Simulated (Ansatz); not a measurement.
A series at Sn: from `[Cl][SnH]([Cl])[Cl]`, ligands are replaced one by one, each step taking up H₂ and setting free HCl; n counts the steps. Ansatz, PBE0-D4/def2-TZVP geometries.

CBS adds triple-zeta CCSD(T) − MP2 to the MP2 limit, frozen cores; atoms without spin–orbit coupling. Elements past krypton have def2 core potentials. Outer-core shells of Sn are correlated without core-valence functions. Spin–orbit coupling is left out.

| n | molecule | atomization energy, CCSD(T)/CBS (kJ/mol) |
| --- | --- | --- |
| 0 | `[Cl][SnH]([Cl])[Cl]` | 1291.5 |
| 1 | `[Cl][SnH2][Cl]` | 1233.2 |
| 2 | `[Cl][SnH3]` | 1169.1 |
| 3 | `[SnH4]` | ? |

By hand: fit a straight line y = ȳ + b (n − n̄) to the 3 given rows and predict n = 3.

n̄ = 1.000, ȳ = 1231.27; Σ(n − n̄)(y − ȳ) = -122.40, Σ(n − n̄)² = 2.000, so b = -61.20 kJ/mol a step. Prediction: 1231.27 + (-61.20) × (2.000) = 1108.9 kJ/mol.

By hand: compare with the computed value, 1104.7 kJ/mol, and give the steps along the whole series.

The line misses by -4.2 kJ/mol (computed minus predicted). Steps: -58.3, -64.1, -64.4 kJ/mol.

The steps differ by at most 6.1 kJ/mol, 10 % of a mean step, so the ligands' effects nearly add and a line is close. The miss is 2.2 % of the series' range. The energies themselves are unsure by some kJ/mol a bond, though much of that is common to the series.
